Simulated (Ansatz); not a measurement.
Geometry optimisation, RKS B3LYP/6-31G* (Ansatz 0.2.0).

The input (input.yaml):

```yaml
crystal:
  periodic: [false, false, false]
  atoms:
    - { symbol: B, position_ang: [0.0, 0.0, 0.0] }
    - { symbol: H, position_ang: [0.0, 0.0, 1.54] }
    - { symbol: Cl, position_ang: [1.6108, 0.0, -0.93] }
    - { symbol: C, position_ang: [-1.3856, 0.0, -0.8] }
    - { symbol: H, position_ang: [-1.9458, -0.9305, -0.5708] }
    - { symbol: H, position_ang: [-1.9898, 0.8797, -0.4946] }
    - { symbol: H, position_ang: [-1.1839, 0.0508, -1.8903] }
    - { symbol: O, position_ang: [0.3597, -1.5824, 0.5392] }
    - { symbol: C, position_ang: [-0.3289, -2.7567, 0.1352] }
    - { symbol: H, position_ang: [0.4065, -3.5468, -0.1241] }
    - { symbol: H, position_ang: [-0.9751, -3.1114, 0.965] }
    - { symbol: H, position_ang: [-0.957, -2.5313, -0.7518] }
    - { symbol: H, position_ang: [0.1909, -0.8399, 1.537] }
basis:
  gaussian: { orbitals: "6-31G*" }
hamiltonian:
  xc: b3lyp
relax:
  f_tol: 0.15
  max_steps: 25
  restrain:
    - { distance: [0, 7], at: 1.41, k: 30.0 }
    - { distance: [12, 1], at: 0.66, k: 30.0 }
    - { distance: [0, 1], at: 2.39, k: 30.0 }
    - { distance: [12, 7], at: 2.21, k: 30.0 }
output:
  orbitals: {}
```

Run as:

```bash
$ ansatz run input.yaml --threads 2 --pin off --max-ram 3072MiB --backend cpu --events-out ev --progress --plain --runs-dir out
```

Question: Where does it end, and by what steps?

Answer: It converged. The restraints hold the end off the free minimum. After 12 steps the energy has fallen by 3.795 eV (the restraints' own energy left out); B1 moved furthest, 0.72 Å.

```
step  energy less start (eV)  largest force component (eV/Å)  accepted
   0                  0.0000                           3.909       yes
   1                 -0.6106                           5.659       yes
   2                 -1.8153                           4.939       yes
   3                 -2.9216                           1.840       yes
   4                 -3.4337                           1.407       yes
   5                 -3.6703                           1.573       yes
   6                 -3.7634                           1.390       yes
   7                 -3.7435                           1.751        no
   8                 -3.7760                           1.409       yes
   9                 -3.7898                           1.355       yes
  10                 -3.8095                           1.005        no
  11                 -3.7950                           1.202       yes
  12                 -3.7948                           1.314       yes
```

```xyz
13
Properties=species:S:1:pos:R:3
B 0.158 -0.505 -0.484
H -0.224 -0.033 1.841
Cl 1.509 0.659 -0.686
C -1.297 -0.049 -0.860
H -2.083 -0.752 -0.565
H -1.522 0.925 -0.411
H -1.367 0.095 -1.947
O 0.560 -1.755 -0.073
C -0.338 -2.848 0.095
H 0.246 -3.767 0.002
H -0.792 -2.816 1.094
H -1.133 -2.852 -0.658
H 0.085 -0.669 1.806
```

The run took 52 s on 2 threads of AMD EPYC 7R43 64-Core Processor (Zen 3) (shared host), peak memory 0.22 GiB.
